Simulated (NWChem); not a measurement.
System: GeCl3, doublet; SMILES [Cl][Ge]([Cl])[Cl]

Input file for NWChem:

```
start job
memory heap 200 mb stack 900 mb global 1100 mb
geometry units angstroms noautoz
  Cl    -0.561123    -1.946958    -0.306065
  Ge     0.000000     0.000000     0.449765
  Cl    -1.405553     1.459426    -0.306065
  Cl     1.966676     0.487532    -0.306065
end
basis spherical
  Cl library def2-svp
  Ge library def2-svp
end
dft
  odft
  mult 2
  xc b3lyp
  iterations 200
  convergence nolevelshifting
end
task dft gradient
```

Excerpt of the output:

```
             Northwest Computational Chemistry Package (NWChem) 7.3.0
             --------------------------------------------------------

 C3  symmetry detected

                             Geometry "geometry" -> ""
                             -------------------------

 Output coordinates in angstroms (scale by  1.889725989 to convert to a.u.)

  No.       Tag          Charge          X              Y              Z
 ---- ---------------- ---------- -------------- -------------- --------------
    1 Cl                  17.0000    -0.64649620    -1.92029841    -0.29140434
    2 Ge                  32.0000    -0.00000000     0.00000000     0.46442566
    3 Cl                  17.0000    -1.33977910     1.52003133    -0.29140434
    4 Cl                  17.0000     1.98627530     0.40026707    -0.29140434

 Effective nuclear repulsion energy (a.u.)     530.0748840450

      Symmetry information
      --------------------

 Group name             C3
 Group number              5
 Group order               3
 No. of unique centers     2

                                 NWChem DFT Module
                                 -----------------

 Summary of "ao basis" -> "ao basis" (spherical)
 ------------------------------------------------------------------------------
       Tag                 Description            Shells   Functions and Types
 ---------------- ------------------------------  ------  ---------------------
 Cl                         def2-svp                 8       18   4s3p1d
 Ge                         def2-svp                12       32   5s4p3d

      Symmetry analysis of basis
      --------------------------

        a          30
        e+         28
        e-         28

  Rotation of axis

            General Information
            -------------------
          SCF calculation type: DFT
          Wavefunction type:  spin polarized.
          No. of atoms     :     4
          No. of electrons :    83
           Alpha electrons :    42
            Beta electrons :    41
          Charge           :     0
          Spin multiplicity:     2
          Use of symmetry is: on ; symmetry adaption is: on
          Maximum number of iterations: 200
          AO basis - number of functions:    86
                     number of shells:    36
          Convergence on energy requested:  1.00D-06
          Convergence on density requested:  1.00D-05
          Convergence on gradient requested:  5.00D-04

              XC Information
              --------------
                         B3LYP Method XC Potential
                     Hartree-Fock (Exact) Exchange  0.200
                        Slater Exchange Functional  0.800 local
                    Becke 1988 Exchange Functional  0.720 non-local
              Lee-Yang-Parr Correlation Functional  0.810
                  VWN I RPA Correlation Functional  0.190 local

             Grid Information
             ----------------
          Grid used for XC integration:  medium
          Radial quadrature: Mura-Knowles
          Angular quadrature: Lebedev.
          Tag              B.-S. Rad. Rad. Pts. Rad. Cut. Ang. Pts.
          ---              ---------- --------- --------- ---------
          Cl                  1.00       88           9.0       590
          Ge                  1.25      112           7.0       590
          Grid pruning is: on
          Number of quadrature shells:   200
          Spatial weights used:  Erf1

      Superposition of Atomic Density Guess
      -------------------------------------

 Sum of atomic energies:       -3453.01404796

      Non-variational initial energy
      ------------------------------

 Total energy =   -3453.549230
 1-e energy   =   -5858.573614
 2-e energy   =    1874.949500
 HOMO         =      -0.184416
 LUMO         =       0.075454

   Symmetry analysis of molecular orbitals - initial alpha
   -------------------------------------------------------

  Numbering of irreducible representations:

     1 a           2 e+          3 e-

  Orbital symmetries:

     1 a           2 a           3 e+          4 e+          5 a
     6 e+          7 e+          8 a           9 a          10 e+
    11 e+         12 a          13 e+         14 e+         15 a
    16 e+         17 e+         18 a          19 e+         20 e+
    21 a          22 e+         23 e+         24 a          25 e+
    26 e+         27 a          28 e+         29 e+         30 a
    31 e+         32 e+         33 a          34 e+         35 e+
    36 a          37 e+         38 e+         39 e+         40 e+
    41 a          42 a          43 a          44 e+         45 e+
    46 a          47 e+         48 e+         49 a          50 e+
    51 e+         52 a

   Symmetry analysis of molecular orbitals - initial beta
   ------------------------------------------------------

  Numbering of irreducible representations:

     1 a           2 e+          3 e-

  Orbital symmetries:

     1 a           2 a           3 e+          4 e+          5 a
     6 e+          7 e+          8 a           9 a          10 e+
    11 e+         12 a          13 e+         14 e+         15 a
    16 e+         17 e+         18 a          19 e+         20 e+
    21 a          22 e+         23 e+         24 a          25 e+
    26 e+         27 a          28 e+         29 e+         30 a
    31 e+         32 e+         33 a          34 e+         35 e+
    36 a          37 e+         38 e+         39 e+         40 e+
    41 a          42 a          43 a          44 e+         45 e+
    46 a          47 e+         48 e+         49 a          50 e+
    51 e+         52 a

   convergence    iter        energy       DeltaE   RMS-Dens  Diis-err
 ---------------- ----- ----------------- --------- --------- ---------
 d= 0,ls=0.0,diis     1  -3456.9962727808 -3.99D+03  1.04D-02  1.67D-01
                                                     1.06D-02  1.66D-01
 d= 0,ls=0.0,diis     2  -3456.9246202756  7.17D-02  5.60D-03  2.59D-01
                                                     6.66D-03  2.56D-01
 d= 0,ls=0.0,diis     3  -3457.0821746006 -1.58D-01  8.46D-04  1.48D-02
                                                     8.89D-04  1.55D-02
 d= 0,ls=0.0,diis     4  -3457.0872390722 -5.06D-03  1.94D-04  1.13D-03
                                                     1.86D-04  1.12D-03
 d= 0,ls=0.0,diis     5  -3457.0875705737 -3.32D-04  6.80D-05  1.81D-05
                                                     4.82D-05  1.72D-05
  Resetting Diis
 d= 0,ls=0.0,diis     6  -3457.0875771013 -6.53D-06  2.27D-05  1.26D-06
                                                     1.34D-05  1.08D-06
 d= 0,ls=0.0,diis     7  -3457.0875778066 -7.05D-07  4.43D-06  6.87D-08
                                                     6.10D-06  1.00D-07

         Total DFT energy =    -3457.087577806557
      One electron energy =    -5856.770164794323
           Coulomb energy =     2033.563379279999
    Exchange-Corr. energy =     -163.955676337229
 Nuclear repulsion energy =      530.074884044995

 Numeric. integr. density =       83.000000540482

                  Occupations of the irreducible representations
                  ----------------------------------------------

                     irrep           alpha         beta
                     --------     --------     --------
                     a                16.0         15.0
                     e+               26.0         26.0
                     e-                0.0          0.0

                    DFT Final Alpha Molecular Orbital Analysis
                    ------------------------------------------

 Vector   40  Occ=1.000000D+00  E=-3.363033D-01  Symmetry=e+
              MO Center= -1.8D-01, -5.5D-01, -2.5D-01, r^2= 4.8D+00
   Bfn.  Coefficient  Atom+Function         Bfn.  Coefficient  Atom+Function
  ----- ------------  ---------------      ----- ------------  ---------------
    13      0.361058  1 Cl pz                12     -0.290686  1 Cl py
    10      0.274870  1 Cl pz                62     -0.245766  3 Cl py
    80     -0.224476  4 Cl py                 9     -0.216197  1 Cl py
    59     -0.189412  3 Cl py                81     -0.181898  4 Cl pz
    63     -0.179160  3 Cl pz                77     -0.176716  4 Cl py

 Vector   41  Occ=1.000000D+00  E=-3.271881D-01  Symmetry=a
              MO Center=  2.4D-13,  8.4D-13, -2.8D-01, r^2= 5.2D+00
   Bfn.  Coefficient  Atom+Function         Bfn.  Coefficient  Atom+Function
  ----- ------------  ---------------      ----- ------------  ---------------
    80      0.374802  4 Cl py                11      0.362352  1 Cl px
    61     -0.286823  3 Cl px                77      0.282506  4 Cl py
     8      0.273122  1 Cl px                62     -0.252810  3 Cl py
    58     -0.216193  3 Cl px                59     -0.190556  3 Cl py
    74      0.162947  4 Cl py                 5      0.157535  1 Cl px

 Vector   42  Occ=1.000000D+00  E=-2.622912D-01  Symmetry=a
              MO Center= -4.5D-15, -7.2D-17,  4.4D-01, r^2= 4.1D+00
   Bfn.  Coefficient  Atom+Function         Bfn.  Coefficient  Atom+Function
  ----- ------------  ---------------      ----- ------------  ---------------
    22      0.510446  2 Ge s                 23      0.317345  2 Ge s
    32      0.318749  2 Ge pz                21     -0.278118  2 Ge s
    13     -0.275059  1 Cl pz                63     -0.275059  3 Cl pz
    81     -0.275059  4 Cl pz                35      0.209188  2 Ge pz
    10     -0.186695  1 Cl pz                60     -0.186695  3 Cl pz

 Vector   43  Occ=0.000000D+00  E=-3.217358D-02  Symmetry=a
              MO Center=  3.0D-15,  1.9D-15,  4.8D-03, r^2= 3.8D+00
   Bfn.  Coefficient  Atom+Function         Bfn.  Coefficient  Atom+Function
  ----- ------------  ---------------      ----- ------------  ---------------
    22      0.831558  2 Ge s                 35     -0.604633  2 Ge pz
    32     -0.439189  2 Ge pz                79      0.366498  4 Cl px
    12     -0.354324  1 Cl py                21     -0.330760  2 Ge s
    62      0.280469  3 Cl py                61     -0.247209  3 Cl px
    29      0.208541  2 Ge pz                76      0.188070  4 Cl px

 Vector   44  Occ=0.000000D+00  E= 5.941113D-04  Symmetry=e+
              MO Center= -1.1D-01,  3.3D-02,  5.3D-01, r^2= 3.7D+00
   Bfn.  Coefficient  Atom+Function         Bfn.  Coefficient  Atom+Function
  ----- ------------  ---------------      ----- ------------  ---------------
    33      0.887460  2 Ge px                30      0.439907  2 Ge px
    34      0.421010  2 Ge py                72     -0.415183  4 Cl s
    79      0.362559  4 Cl px                12      0.303301  1 Cl py
     4      0.297149  1 Cl s                 62     -0.245677  3 Cl py
    81     -0.234252  4 Cl pz                27     -0.217626  2 Ge px

 Vector   45  Occ=0.000000D+00  E= 5.941113D-04  Symmetry=e+
              MO Center=  1.1D-01, -3.3D-02,  5.3D-01, r^2= 3.7D+00
   Bfn.  Coefficient  Atom+Function         Bfn.  Coefficient  Atom+Function
  ----- ------------  ---------------      ----- ------------  ---------------
    34      0.887460  2 Ge py                31      0.439907  2 Ge py
    33     -0.421010  2 Ge px                54     -0.411265  3 Cl s
     4      0.307853  1 Cl s                 61     -0.288949  3 Cl px
    80     -0.271347  4 Cl py                11      0.260030  1 Cl px
    63     -0.232041  3 Cl pz                28     -0.217626  2 Ge py

                     DFT Final Beta Molecular Orbital Analysis
                     -----------------------------------------

 Vector   39  Occ=1.000000D+00  E=-3.327768D-01  Symmetry=e+
              MO Center=  6.0D-01,  4.6D-01, -2.5D-01, r^2= 4.6D+00
   Bfn.  Coefficient  Atom+Function         Bfn.  Coefficient  Atom+Function
  ----- ------------  ---------------      ----- ------------  ---------------
    81      0.397648  4 Cl pz                78      0.299440  4 Cl pz
    79      0.283809  4 Cl px                63     -0.278238  3 Cl pz
    61      0.224693  3 Cl px                60     -0.209521  3 Cl pz
    76      0.208162  4 Cl px                11      0.182798  1 Cl px
    75      0.173643  4 Cl pz                58      0.171324  3 Cl px

 Vector   40  Occ=1.000000D+00  E=-3.327768D-01  Symmetry=e+
              MO Center= -6.0D-01, -4.6D-01, -2.5D-01, r^2= 4.6D+00
   Bfn.  Coefficient  Atom+Function         Bfn.  Coefficient  Atom+Function
  ----- ------------  ---------------      ----- ------------  ---------------
    13      0.390223  1 Cl pz                63     -0.298523  3 Cl pz
    10      0.293849  1 Cl pz                12     -0.278069  1 Cl py
    62     -0.236174  3 Cl py                60     -0.224797  3 Cl pz
     9     -0.204584  1 Cl py                59     -0.178478  3 Cl py
    80     -0.177058  4 Cl py                 7      0.170400  1 Cl pz

 Vector   41  Occ=1.000000D+00  E=-3.245501D-01  Symmetry=a
              MO Center=  5.1D-14, -2.8D-14, -2.9D-01, r^2= 5.2D+00
   Bfn.  Coefficient  Atom+Function         Bfn.  Coefficient  Atom+Function
  ----- ------------  ---------------      ----- ------------  ---------------
    80      0.375561  4 Cl py                11      0.363086  1 Cl px
    61     -0.287405  3 Cl px                77      0.281667  4 Cl py
     8      0.272311  1 Cl px                62     -0.253323  3 Cl py
    58     -0.215550  3 Cl px                59     -0.189990  3 Cl py
    74      0.162676  4 Cl py                 5      0.157273  1 Cl px

 Vector   42  Occ=0.000000D+00  E=-1.754827D-01  Symmetry=a
              MO Center= -2.3D-15,  4.0D-15,  5.1D-01, r^2= 3.9D+00
   Bfn.  Coefficient  Atom+Function         Bfn.  Coefficient  Atom+Function
  ----- ------------  ---------------      ----- ------------  ---------------
    22      0.566252  2 Ge s                 23      0.383493  2 Ge s
    21     -0.316990  2 Ge s                 32      0.269388  2 Ge pz
    13     -0.257086  1 Cl pz                63     -0.257086  3 Cl pz
    81     -0.257086  4 Cl pz                35      0.228357  2 Ge pz
    79      0.218203  4 Cl px                12     -0.210955  1 Cl py

 Vector   43  Occ=0.000000D+00  E=-2.470812D-02  Symmetry=a
              MO Center=  1.3D-14,  6.1D-15,  4.0D-02, r^2= 3.8D+00
   Bfn.  Coefficient  Atom+Function         Bfn.  Coefficient  Atom+Function
  ----- ------------  ---------------      ----- ------------  ---------------
    22      0.788462  2 Ge s                 35     -0.623732  2 Ge pz
    32     -0.447262  2 Ge pz                79      0.354199  4 Cl px
    12     -0.342434  1 Cl py                21     -0.305356  2 Ge s
    62      0.271057  3 Cl py                61     -0.238914  3 Cl px
    29      0.214948  2 Ge pz                76      0.181269  4 Cl px

 Vector   44  Occ=0.000000D+00  E= 1.750672D-02  Symmetry=e+
              MO Center=  1.1D-01,  6.1D-02,  5.0D-01, r^2= 3.8D+00
   Bfn.  Coefficient  Atom+Function         Bfn.  Coefficient  Atom+Function
  ----- ------------  ---------------      ----- ------------  ---------------
    34      1.023258  2 Ge py                31      0.461214  2 Ge py
     4      0.414246  1 Cl s                 54     -0.346117  3 Cl s
    61     -0.325868  3 Cl px                12      0.307657  1 Cl py
    80     -0.252446  4 Cl py                13      0.232557  1 Cl pz
    28     -0.232667  2 Ge py                11      0.207492  1 Cl px

[...]

                         DFT ENERGY GRADIENTS

    atom               coordinates                        gradient
                 x          y          z           x          y          z
   1 Cl     -1.221701  -3.628838  -0.550674    0.002402   0.007131   0.002446
   2 Ge     -0.000000   0.000000   0.877637   -0.000000   0.000000  -0.007338
   3 Cl     -2.531815   2.872443  -0.550674    0.004975  -0.005645   0.002446
   4 Cl      3.753516   0.756395  -0.550674   -0.007377  -0.001486   0.002446
```

Level: B3LYP/def2-SVP, spin-unrestricted. In the optimisation the excess spin sits in a (C3, its own frame). Geometry: optimised at PBE0/def2-SVP, spin-unrestricted. No stability test was run on the SCF state.
